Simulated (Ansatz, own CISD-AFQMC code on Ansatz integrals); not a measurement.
C2HNO, SMILES `N=C=C=O` (charge 0, multiplicity 1).

Cartesian coordinates (Å):
SMILES: N=C=C=O
```xyz
5

N     -1.2584     0.0029     0.5823
C     -0.0902     0.2896     0.2647
C      0.9777     0.1195    -0.5237
O      2.0610     0.3042    -0.9116
H     -1.6902    -0.7162    -0.0070
```
Charge 0, multiplicity 1.

Frozen-core correlation energies in cc-pVDZ at a geometry from PBE0-D3(BJ)/def2-TZVP, on an HF energy of -205.52732 Ha (<S^2> = 0.00, restricted and unstable towards unrestricted orbitals). Wave-function levels are from Ansatz, the walk from an own CISD-AFQMC code on Ansatz integrals (time step 0.005/Ha, trial state from CCSD amplitudes, largest double 0.11).

```
level    correlation energy (mHa)
-------  ------------------------
MP2                        -591.2
CCSD                       -604.8
CCSD(T)                    -632.3
```

Q: What correlation energy does phaseless AFQMC give, and where does it lie among these levels?

A: -634.7 ± 0.4 mHa (one standard error). AFQMC minus each level: MP2 -43.5 mHa, CCSD -30.0 mHa, CCSD(T) -2.4 mHa.
